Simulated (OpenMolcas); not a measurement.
**C I: thermal populations, Slater's ratio, worked from levels**

```yaml
Program: OpenMolcas
Basis: ANO-RCC-VDZP [3s2p1d]
Scalar_Hamiltonian: DKH3, point nucleus
Active_space: 2 electrons in 3 orbitals (2p)
State_averaging: 2S+1 = 3 even, 3 roots; 2S+1 = 1 even, 6 roots
Spin-orbit_coupling: RASSI with atomic mean-field integrals over the reference wave functions, term energies averaged over their components
```

Methods: CASSCF; SS-CASPT2, IPEA 0.25 Eh, imaginary shift 0.1 Eh (closed shells correlated: 1s 2s). Measured levels: NIST Handbook of Basic Atomic Spectroscopic Data.

**Thermal populations.** Z = Σ (2J + 1) exp(-E/kT) with k = 0.695035 cm-1/K, over the levels below. No other level of either list lies under 33700 cm-1, which is above 7 kT at each temperature.

```
      Level  2J + 1  SS-CASPT2  measured
2s2 2p2 3P0       1        0.0       0.0
2s2 2p2 3P1       3       15.4      16.4
2s2 2p2 3P2       5       46.1      43.4
2s2 2p2 1D2       5      11660     10193
2s2 2p2 1S0       1      25590     21648
```

```
T (K)  Z, SS-CASPT2  Z, measured levels  Ground level (%), SS-CASPT2  Ground level (%), measured levels
 2000         8.805               8.814                         11.4                               11.3
 3000         8.887               8.911                         11.3                               11.2
 5000         9.096               9.192                         11.0                               10.9
```

At 5000 K, kT = 3475 cm-1, and the computed levels give Z = 1.000 + 2.987 + 4.934 + 0.175 + 0.001 = 9.096.

**Slater's ratio.** With one set of orbitals, p2 has 1D - 3P = 6 F2 and 1S - 1D = 9 F2 (F2 = F²/25), a ratio of 3/2. Term energies are centres of gravity, weighted by 2J + 1.

| Source | 1D - 3P | 1S - 3P | F2 from the first | Ratio |
| --- | --- | --- | --- | --- |
| CASSCF | 12833 | 31761 | 2139 | 1.475 |
| SS-CASPT2 | 11627 | 25557 | 1938 | 1.198 |
| measured | 10163 | 21618 | 1694 | 1.127 |

Energies in cm-1. A ratio away from 3/2 shows effects beyond one configuration with one set of orbitals, and in heavier atoms second-order spin-orbit shifts.

CASPT2 does not keep the components of a term degenerate, so their means are used; among the terms shown or strongly mixed into the levels shown the widest spread is 160 cm-1 (2s2 2p2 1D, SS-CASPT2). With the s shell closed, the reference lacks s² → p² mixing. Without dynamic correlation excited terms often stand tens of per cent too high (terms of higher spin than the ground term too low), and those without a measured partner can miss by more than the paired ones (holds for CASSCF). Some terms miss by over 15 % even with CASPT2, which points to a basis or an active space too small for the shells correlated (holds for SS-CASPT2). Measured partners are found by configuration, term and J. A level has none where our copy of the source lacks it or the pairing is in doubt (some pairs that miss far off the trend of their configuration count as doubtful), and it then counts in no deviation. Only configurations of the active space appear.
